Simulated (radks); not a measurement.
The numbers below are computed, except where a source is named.
Question: Isoelectronic series with 27 electrons, each ion in its NIST ground configuration. Level of theory: scalar-relativistic Kohn-Sham, BLYP, spin-polarised, spherical densities, finite nucleus; open shells are filled with parallel spins first (spin-orbit coupling, left out, can overturn this in heavy ions); Fermi nuclear charge, rms radius of each element as measured or else 0.836 A^(1/3) + 0.57 fm (a radial shooting solver on a logarithmic mesh with Libxc functionals). Total energies (hartree) and orbital eigenvalues (hartree):

| ion | configuration | E (hartree) | 3d down | 3d up |
|---|---|---|---|---|
| Co | [Ar] 3d7 4s2 | -1393.55535 | -0.23807 | -0.34037 |
| Ni+ | [Ar] 3d9 | -1520.65082 | -0.46104 | -0.49429 |
| Cu2+ | [Ar] 3d9 | -1654.12145 | -1.06986 | -1.10792 |
| Zn3+ | [Ar] 3d9 | -1793.85443 | -1.84111 | -1.88389 |
| Ga4+ | [Ar] 3d9 | -1939.83340 | -2.75616 | -2.80348 |
| Ge5+ | [Ar] 3d9 | -2092.05662 | -3.80465 | -3.85636 |
| As6+ | [Ar] 3d9 | -2250.53099 | -4.98041 | -5.03639 |
| Se7+ | [Ar] 3d9 | -2415.26782 | -6.27950 | -6.33966 |
| Br8+ | [Ar] 3d9 | -2586.28286 | -7.69927 | -7.76353 |
| Kr9+ | [Ar] 3d9 | -2763.59416 | -9.23787 | -9.30619 |
| Rb10+ | [Ar] 3d9 | -2947.22230 | -10.89397 | -10.96628 |
| Sr11+ | [Ar] 3d9 | -3137.18945 | -12.66655 | -12.74283 |
| Nb14+ | [Ar] 3d9 | -3745.37231 | -18.67644 | -18.76441 |
| Mo15+ | [Ar] 3d9 | -3960.94919 | -20.90886 | -21.00069 |
| Tc16+ | [Ar] 3d9 | -4183.00168 | -23.25530 | -23.35097 |
| Ru17+ | [Ar] 3d9 | -4411.55693 | -25.71553 | -25.81502 |
| Rh18+ | [Ar] 3d9 | -4646.65088 | -28.28937 | -28.39266 |
| Pd19+ | [Ar] 3d9 | -4888.31469 | -30.97666 | -31.08375 |
| Ag20+ | [Ar] 3d9 | -5136.58512 | -33.77731 | -33.88819 |
| Cd21+ | [Ar] 3d9 | -5391.49510 | -36.69124 | -36.80589 |

Estimate the row of Zr13+ ([Ar] 3d9).

Answer: E (hartree) -3536.23851; 3d down -16.55831; 3d up -16.64242.
